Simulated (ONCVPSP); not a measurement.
**lutetium (Lu), ONCV: configuration errors across variants**

- Element: lutetium (Lu)
- Generator: ONCVPSP 4.0.1
- Type: optimised norm-conserving Vanderbilt (ONCV)
- Functional: PBE
- Relativity: scalar-relativistic
- Frozen core: [Kr] 4d10
- Valence charge: 25
- Reference configuration: 4f14 5s2 5p6 5d1 6s1.5 (charge +0.5)
- Partial waves: 5s+6s: rc 1.80 bohr, ncon 3, nbas 6, qcut 6 1/bohr, 2 projectors; 5p: rc 2.25 bohr, ncon 4, nbas 9, qcut 6.5 1/bohr, 1 projector; 5d: rc 2.25 bohr, ncon 5, nbas 8, qcut 5 1/bohr, 2 projectors, debl 1 Ha; 4f: rc 0.75 bohr, ncon 4, nbas 9, qcut 21.5 1/bohr, 1 projector
- Local potential: polynomial inside 0.70 bohr (lpopt 4, dvloc0 0 Ha)
- Core correction: Teter function fitted to the true core (icmod 2), fcfact 0.5

All-electron excitation energies from the reference (eV): (1) 4f14 5s2 5p6 5d1 6s2 -2.988; (2) 4f14 5s2 5p6 5d1 6s1 4.378; (3) 4f14 5s2 5p6 5d1 6s0 17.657; (4) 4f13 5s2 5p6 5d1 6s2 14.552.

A true bound ghost makes a file unfit for plane-wave use even where its test errors are small: the radial tests pick states by their node count and pass the ghost by.

Errors AE − PS in meV (a dash: test not solved or not reliable):

| change | (1) | (2) | (3) | (4) | bound ghosts | GHOST(+) flags above zero |
| --- | --- | --- | --- | --- | --- | --- |
| base | +0.6 | -1.2 | -5.6 | -250 | s, p | none |
| local potential polynomial inside 0.70 bohr (lpopt 4, dvloc0 -2 Ha) | +0.6 | -1.2 | -5.6 | -134 | s, p | none |
| local potential polynomial inside 0.70 bohr (lpopt 4, dvloc0 2 Ha) | +0.6 | -1.2 | -5.7 | -531 | s, p | none |
| local potential polynomial inside 0.70 bohr (lpopt 4, dvloc0 4.5 Ha) | – | – | – | – | s | none |
| local potential polynomial inside 0.70 bohr (lpopt 4, dvloc0 7.5 Ha) | +0.6 | -1.2 | -5.4 | +593 | s, p | none |

(1) Give the same row for: local potential polynomial inside 0.70 bohr (lpopt 4, dvloc0 9.5 Ha).

## Answers

(1) +0.6, -1.2, -5.5, +381; bound ghosts: s, p; GHOST(+) flags above zero: none.
